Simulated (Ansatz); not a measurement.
`C[SiH2][NH][SnH3]` + `CCl` → `Cl[CH2][SnH3]` + `C[SiH2]N`  (formal exchange of groups at the Sn–N bond)

Program: Ansatz. Geometries: PBE0-D4/def2-TZVP. ΔE: electronic, gas phase. CCSD(T)/CBS adds triple-zeta CCSD(T) − MP2 to the extrapolated MP2 energy (def2 sets, frozen cores). This one scheme is used for every species. def2 core potentials past Kr. For Sn outer-core shells are correlated without core-valence functions, which leaves a few kJ/mol of doubt a bond. Each species was taken in one conformer, which may not be the lowest.

| species | MP2/def2-QZVPP energy (Eh) |
| --- | --- |
| `C[SiH2][NH][SnH3]` | -601.03472 |
| `CCl` | -499.56037 |
| `Cl[CH2][SnH3]` | -714.58919 |
| `C[SiH2]N` | -385.99305 |

Question: Work out ΔE.

Answer: ΔE = (-714.58919) + (-385.99305) − (-601.03472) − (-499.56037) = 0.01285 Eh = +33.7 kJ/mol. CCSD(T)/CBS gives +33.7 kJ/mol.

Largest T1 diagnostic among the species: 0.012.

The D4 term adds +5.9 kJ/mol with B3LYP and +3.4 kJ/mol with PBE0; it sums over pairs of atoms, weighted by their polarisabilities, and B3LYP, whose exchange is more repulsive, gets the larger term. In def2-TZVPP, CCSD(T) changes the Hartree–Fock value by −5.2 kJ/mol (the triples alone add −0.1 kJ/mol) and MP2 by −5.3 kJ/mol.

B3LYP here is the variant with VWN-RPA as its local correlation; programs differ in this.
